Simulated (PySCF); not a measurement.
**Assigning NMR signals**

Geometry (Å), atoms numbered from 1 in this order:
```xyz
20

C    -3.119   -1.159   -0.343
C    -1.876   -1.275    0.107
C    -0.864   -0.227    0.097
C     0.317   -0.505    0.678
C     1.497    0.388    0.795
Si    2.661    0.100   -0.730
C     2.243    0.092    1.978
N     2.849   -0.170    2.913
Si   -1.316    1.402   -0.739
F    -0.031    2.383   -0.835
H    -3.494   -0.247   -0.775
H    -3.813   -1.981   -0.290
H    -1.562   -2.219    0.539
H     0.469   -1.493    1.104
H     1.220    1.442    0.813
H     3.033   -1.315   -0.740
H     3.835    0.952   -0.555
H     1.877    0.443   -1.911
H    -2.271    2.188    0.033
H    -1.658    1.210   -2.142
```

Gas phase, relativity neglected, rapidly exchanging positions averaged, one computed conformer. Coordinates at the GFN2-xTB level; shieldings: GIAO PBE0/pcSseg-1; PySCF 2.14.

References, each an isolated molecule treated in the same way: 13C (σref 186.93) and 1H (σref 31.72) against TMS.

Q: Assign these signals to the numbered atoms. 13C{1H} NMR (computed): δ 156.0 (CH), 149.4 (CH), 137.9 (C), 124.1 (C), 120.2 (CH2), 17.4 (CH).

A: 
156.0 → C4, alkene CH: an sp2 carbon of a C=C bond
149.4 → C2, alkene CH
137.9 → C3, fully substituted alkene carbon: as expected for a trigonal carbon in a double bond
124.1 → C7, nitrile carbon: typical of a nitrile
120.2 → C1, terminal =CH2 carbon: the olefinic region
17.4 → C5, allylic sp3 CH bonded to Si

Q: Assign these signals to the numbered atoms. 1H NMR (600 MHz, computed): δ 6.67 (m, 1H), 6.52 (m, 1H), 5.79 (m, 1H), 5.71 (m, 1H), 5.37 (m, 1H), 4.92 (m, 1H), 4.11 (d, 3H), 3.70 (m, 1H).

A: 
6.67 → H14, hydrogen on an alkene CH: attached to an sp2 carbon and in the plane of the double bond
6.52 → H13, hydrogen on an alkene CH
5.79 → H19, hydrogen on a silicon bonded to C, F
5.71 → H20, hydrogen on a silicon bonded to C, F
5.37 → H12, hydrogen on a terminal =CH2 carbon: attached to an sp2 carbon and in the plane of the double bond
4.92 → H11, hydrogen on a terminal =CH2 carbon
4.11 → H16/H17/H18, hydrogen on a silicon bonded to C
3.70 → H15, hydrogen on an allylic sp3 CH bonded to Si

H19 and H20 lie closer than the usual error of such a calculation, so a measured spectrum could show them in the other order.

Splittings by 19F in the carbon and heteronuclear signals aren't shown, as no couplings were computed. Shifts are as computed. Against solution values, carbons near 30 ppm lie about +3 ppm off and those near 130 ppm about +5 ppm. Of 1309 compounds with measured shifts, 239 miss one by over three times the rms of a fit or turn the order of signals round; such compounds aren't used in these exercises. No couplings were computed; multiplicities are counted from neighbouring protons, with m where these are inequivalent, close in shift, in a saturated or five-membered ring or joined by F or P, and br s for small geminal =CH2 splittings.
